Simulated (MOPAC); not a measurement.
Input file for MOPAC: PM6 on CH6OS (a complex), monomers drawn apart or pushed together.

```
PM6 1SCF PRECISE CHARGE=0 THREADS=1
CH6OS

O      0.26080224 1    -0.08704100 1     0.28512645 1
H      0.83101260 1    -0.70921163 1    -0.17930911 1
H     -0.61837091 1    -0.21400304 1    -0.08751087 1
C      0.81299612 1     0.83633167 1     4.11021655 1
S      0.22017590 1    -0.79020752 1     3.53805237 1
H      0.12419131 1     1.62850309 1     3.82404067 1
H      0.86009439 1     0.78618237 1     5.19670524 1
H      1.80763296 1     1.05008987 1     3.72434103 1
H      0.23644979 1    -0.51090114 1     2.22093504 1
```

Program output:

```
*******************************************************************************
 **                                                                           **
 **                              MOPAC v23.2.5                                **
 **                                                                           **
 *******************************************************************************
 ** MOPAC's Digital Object Identifier: https://doi.org/10.5281/zenodo.6511958 **
 **                                                                           **
 ** Please cite the open-source release paper for use of this MOPAC version:  **
 ** J. E. Moussa and J. J. P. Stewart (2026)                                  **
 ** MOPAC: An open-source semiempirical molecular orbital program             **
 ** J. Open Source Softw., 11(119), 8025, https://doi.org/10.21105/joss.08025 **
 *******************************************************************************

                              PM6 CALCULATION RESULTS

 *******************************************************************************
 *  PM6        - The PM6 Hamiltonian to be used
 *
 *
 *
 *                 CHARGE ON SYSTEM = 0
 *
 *
 *
 *  PRECISE    - TIGHTER CRITERIA TO BE USED
 *  1SCF       - DO 1 SCF AND THEN STOP
 *  THREADS=1  - MULTI-THREADING NOT USED
 *  T=         - A TIME OF 172800.0 SECONDS REQUESTED
 *  DUMP=N     - RESTART FILE WRITTEN EVERY 7200.0 SECONDS REQUESTED
 *******************************************************************************
PM6 1SCF PRECISE CHARGE=0 THREADS=1
 CH6OS

   ATOM   CHEMICAL          X               Y               Z
  NUMBER   SYMBOL      (ANGSTROMS)     (ANGSTROMS)     (ANGSTROMS)

     1       O          0.26080224  *  -0.08704100  *   0.28512645  *
     2       H          0.83101260  *  -0.70921163  *  -0.17930911  *
     3       H         -0.61837091  *  -0.21400304  *  -0.08751087  *
     4       C          0.81299612  *   0.83633167  *   4.11021655  *
     5       S          0.22017590  *  -0.79020752  *   3.53805237  *
     6       H          0.12419131  *   1.62850309  *   3.82404067  *
     7       H          0.86009439  *   0.78618237  *   5.19670524  *
     8       H          1.80763296  *   1.05008987  *   3.72434103  *
     9       H          0.23644979  *  -0.51090114  *   2.22093504  *



          CARTESIAN COORDINATES

    NO.       ATOM           X           Y           Z

     1         O          0.2608     -0.0870      0.2851
     2         H          0.8310     -0.7092     -0.1793
     3         H         -0.6184     -0.2140     -0.0875
     4         C          0.8130      0.8363      4.1102
     5         S          0.2202     -0.7902      3.5381
     6         H          0.1242      1.6285      3.8240
     7         H          0.8601      0.7862      5.1967
     8         H          1.8076      1.0501      3.7243
     9         H          0.2364     -0.5109      2.2209

 General Reference for PM6:
 "Optimization of Parameters for Semiempirical Methods V: Modification of NDDO Approximations
 and Application to 70 Elements", J. J. P. Stewart, J. Mol. Mod., 13, 1173-1213 (2007)
 URL: https://link.springer.com/article/10.1007/s00894-007-0233-4

           Empirical Formula: C H6 O S  =     9 atoms



      MOLECULAR POINT GROUP   :   Cs


      RHF CALCULATION, NO. OF DOUBLY OCCUPIED LEVELS = 11


 -------------------------------------------------------------------------------
 PM6 1SCF PRECISE CHARGE=0 THREADS=1
 CH6OS



     1SCF WAS SPECIFIED, SO BFGS WAS NOT USED
     SCF FIELD WAS ACHIEVED


                              PM6 CALCULATION
                                                       MOPAC v23.2.5 Linux




          FINAL HEAT OF FORMATION =        -60.72174 KCAL/MOL =    -254.05977 KJ/MOL


          COSMO AREA              =        112.30 SQUARE ANGSTROMS
          COSMO VOLUME            =         92.59 CUBIC ANGSTROMS

          IONIZATION POTENTIAL    =          8.673859 EV
          HOMO LUMO ENERGIES (EV) =         -8.674  0.777
          NO. OF FILLED LEVELS    =         11
          MOLECULAR WEIGHT        =         66.1178         POINT GROUP:  Cs

          MOLECULAR DIMENSIONS (Angstroms)

            Atom       Atom       Distance
            H     7    H     2     5.58020
            H     8    H     3     2.41307
            S     5    H     6     2.25433


          SCF CALCULATIONS        =          1





   ATOM   CHEMICAL          X               Y               Z
  NUMBER   SYMBOL      (ANGSTROMS)     (ANGSTROMS)     (ANGSTROMS)

     1       O          0.26080224  *  -0.08704100  *   0.28512645  *
     2       H          0.83101260  *  -0.70921163  *  -0.17930911  *
     3       H         -0.61837091  *  -0.21400304  *  -0.08751087  *
     4       C          0.81299612  *   0.83633167  *   4.11021655  *
     5       S          0.22017590  *  -0.79020752  *   3.53805237  *
     6       H          0.12419131  *   1.62850309  *   3.82404067  *
     7       H          0.86009439  *   0.78618237  *   5.19670524  *
     8       H          1.80763296  *   1.05008987  *   3.72434103  *
     9       H          0.23644979  *  -0.51090114  *   2.22093504  *

                             CARTESIAN COORDINATES

   1    O        0.260802240    -0.087041000     0.285126450
   2    H        0.831012600    -0.709211630    -0.179309110
   3    H       -0.618370910    -0.214003040    -0.087510870
   4    C        0.812996120     0.836331670     4.110216550
   5    S        0.220175900    -0.790207520     3.538052370
   6    H        0.124191310     1.628503090     3.824040670
   7    H        0.860094390     0.786182370     5.196705240
   8    H        1.807632960     1.050089870     3.724341030
   9    H        0.236449790    -0.510901140     2.220935040


           Empirical Formula: C H6 O S  =     9 atoms



      MOLECULAR POINT GROUP   :   Cs


                  EIGENVALUES
 -30.64328 -29.69544 -23.26100 -19.11020 -15.04478 -14.54569 -14.37092 -13.09485
 -12.17601 -10.70157  -8.67386   0.77748   1.60808   2.83054   2.89410   2.95713
   3.27772   3.51229   4.50777   5.50843   5.60431   5.65772   6.43111


              NET ATOMIC CHARGES AND DIPOLE CONTRIBUTIONS

  ATOM NO.   TYPE          CHARGE      No. of ELECS.   s-Pop       p-Pop       d-Pop
    1          O          -0.616851        6.6169     1.77671     4.84014
    2          H           0.312930        0.6871     0.68707
    3          H           0.312939        0.6871     0.68706
    4          C          -0.478854        4.4789     1.09839     3.38046
    5          S          -0.257542        6.2575     1.92324     4.20406     0.13024
    6          H           0.169803        0.8302     0.83020
    7          H           0.173500        0.8265     0.82650
    8          H           0.169799        0.8302     0.83020
    9          H           0.214276        0.7857     0.78572
 DIPOLE           X         Y         Z       TOTAL
 POINT-CHG.    -0.060     0.238    -2.303     2.316
 HYBRID         0.033     0.103    -0.043     0.117
 SUM           -0.027     0.342    -2.346     2.371


          ATOMIC ORBITAL ELECTRON POPULATIONS

     Atom    s        px        py        pz      x^2-y^2     xz        z^2       yz        xy
    1  O   1.77671   1.37002   1.73013   1.73999
    2  H   0.68707
    3  H   0.68706
    4  C   1.09839   1.16720   1.03890   1.17436
    5  S   1.92324   1.88858   1.17779   1.13769   0.01909   0.00417   0.07684   0.01482   0.01533
    6  H   0.83020
    7  H   0.82650
    8  H   0.83020
    9  H   0.78572

 **********************
 *                    *
 * JOB ENDED NORMALLY *
 *                    *
 **********************




 == MOPAC DONE ==
```

The run finished.

Cost: roughly 0.03 core-seconds.
